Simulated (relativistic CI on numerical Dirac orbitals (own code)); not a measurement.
# Ni4+: K-beta X-ray emission

Computed with this model: Dirac-Coulomb-Breit CI, KLI orbitals optimised for each configuration, model QED (radiative potential, 1s self-energy scaled to tabulated hydrogen-like ionisation energies), valence Slater integrals scaled by 0.8, multiplet model of X-ray emission after core ionisation; configurations [Ar] 3d6 → 1s 2s2 2p6 3s2 3p6 3d6 → [Ne] 3s2 3p5 3d6; 80 K; Lorentzian 1.12 eV and Gaussian 1 eV FWHM. Energies are those of the free ion, without screening or charge transfer. S is read from ⟨S²⟩ = S(S + 1).

Field parameters in Wybourne normalisation: Oh B⁴₀ = 21Dq, B⁴₄ = √(5/14) B⁴₀. The field is a parameter set, without covalency.

Computed curve for free ion, scaled to 100 at the maximum (points under 2 are left out and the grid is thinned):

| Energy (eV) | Intensity |
| --- | --- |
| 8248.2 | 2.1 |
| 8248.8 | 3.0 |
| 8249.4 | 4.8 |
| 8249.8 | 7.1 |
| 8250.4 | 14.7 |
| 8251.0 | 26.9 |
| 8251.6 | 34.1 |
| 8252.2 | 41.1 |
| 8252.8 | 42.4 |
| 8253.2 | 33.1 |
| 8253.8 | 17.2 |
| 8254.4 | 9.8 |
| 8255.0 | 8.2 |
| 8255.6 | 10.5 |
| 8256.2 | 14.8 |
| 8256.6 | 14.5 |
| 8257.2 | 9.1 |
| 8257.8 | 5.1 |
| 8258.4 | 4.1 |
| 8259.0 | 4.4 |
| 8259.6 | 4.3 |
| 8260.0 | 3.8 |
| 8260.6 | 3.5 |
| 8261.2 | 3.8 |
| 8261.8 | 4.3 |
| 8262.4 | 5.4 |
| 8263.0 | 6.9 |
| 8263.4 | 7.2 |
| 8264.0 | 6.6 |
| 8264.6 | 5.7 |
| 8265.2 | 5.5 |
| 8265.8 | 6.7 |
| 8266.4 | 10.5 |
| 8266.8 | 16.3 |
| 8267.4 | 34.2 |
| 8268.0 | 50.5 |
| 8268.6 | 41.3 |
| 8269.2 | 25.9 |
| 8269.8 | 21.3 |
| 8270.2 | 22.7 |
| 8270.8 | 29.4 |
| 8271.4 | 35.3 |
| 8272.0 | 34.0 |
| 8272.6 | 41.4 |
| 8273.2 | 71.7 |
| 8273.6 | 94.5 |
| 8274.2 | 94.4 |
| 8274.8 | 77.7 |
| 8275.4 | 92.7 |
| 8276.0 | 93.9 |
| 8276.6 | 54.9 |
| 8277.0 | 32.4 |
| 8277.6 | 15.9 |
| 8278.2 | 9.4 |
| 8278.8 | 6.4 |
| 8279.4 | 4.6 |
| 8280.0 | 3.6 |
| 8280.4 | 3.0 |
| 8281.0 | 2.5 |
| 8281.6 | 2.0 |

The ground state has S = 2.00, and the centroid lies at 8268.39 eV.
